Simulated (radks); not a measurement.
The numbers below are computed, except where a source is named.
Question: F V, 5 electrons, occupied as [He] 2s2 2p1. Code: a radial shooting solver on a logarithmic mesh with Libxc functionals. Model: scalar-relativistic Kohn-Sham, PBE, spin-polarised, spherical densities, finite nucleus; open shells are filled with parallel spins first; Fermi nuclear charge, rms radius 2.8976 fm. Some entries of the table are withheld. Estimate them.

orbital,occ.,eigenvalue (eV),<r^2> (bohr^2),<1/r> (bohr^-1)
1s up,1,-777.6865,0.04173,8.642
1s down,1,-776.2891,0.04158,8.652
2s up,1,-118.1927,0.8205,1.751
2s down,1,-114.7906,0.8381,1.730
2p up,1,-100.8916,(1),(2)
2p down,0,-97.2742,(3),(4)

Answer: 
(1) 2p up <r^2> (bohr^2): 0.7223
(2) 2p up <1/r> (bohr^-1): 1.668
(3) 2p down <r^2> (bohr^2): 0.7439
(4) 2p down <1/r> (bohr^-1): 1.651
